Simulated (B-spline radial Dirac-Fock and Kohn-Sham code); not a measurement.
## Dipole and non-dipole photoemission parameters of Os 5p3/2

System: atomic osmium, 1s2 2s2 2p6 3s2 3p6 3d10 4s2 4p6 4d10 4f14 5s2 5p6 5d6 6s2; threshold 52.50 eV (orbital energy of the model). Calculated with a radial atomic solver, using Dirac-Hartree-Slater photoionisation with a Latter tail; cross sections with all multipoles, angular parameters from the dipole term and its interference with E2.

For linearly polarised light dσ/dΩ = σ/(4π) [1 + β P₂(cos θ) + (δ + γ cos²θ) sin θ cos φ], with θ from the polarisation vector and φ the angle between the beam and the projection of the electron momentum on the plane normal to the polarisation.

```csv
hν (eV),σ (kb),β,γ,δ
80,1040,1.628,0.121,-0.013
85.4,835,1.433,0.231,-0.024
91.6,663,1.192,0.327,-0.034
106,428,0.649,0.425,-0.047
135,246,-0.068,0.267,-0.033
136,243,-0.081,0.259,-0.032
150,208,-0.210,0.149,-0.018
193,?,?,?,?
200,149,-0.138,-0.061,0.022
234,128,0.055,-0.079,0.034
497,58.3,0.975,0.213,0.028
551,51.4,1.066,0.246,0.024
559,50.5,1.078,0.250,0.024
710,37.2,1.255,0.288,0.014
779,32.9,1.314,0.290,0.011
1000,23.1,1.448,0.260,0.004
1190,17.9,1.522,0.215,0.001
1486.9,12.6,1.600,0.138,-0.001
1490,12.6,1.601,0.138,-0.001
3140,3.42,1.743,-0.045,0.003
3990,2.14,1.757,-0.009,0.006
4000,2.13,1.757,-0.008,0.006
6440,0.777,1.747,0.276,0.013
7110,0.623,1.739,0.370,0.015
7800,0.504,1.729,0.468,0.017
8047.8,0.469,1.726,0.503,0.018
9251.7,0.339,1.708,0.673,0.021
```

Task: Give the values at 193 eV.

Result: σ = 154 kb, β = -0.172, γ = -0.048, δ = 0.018.
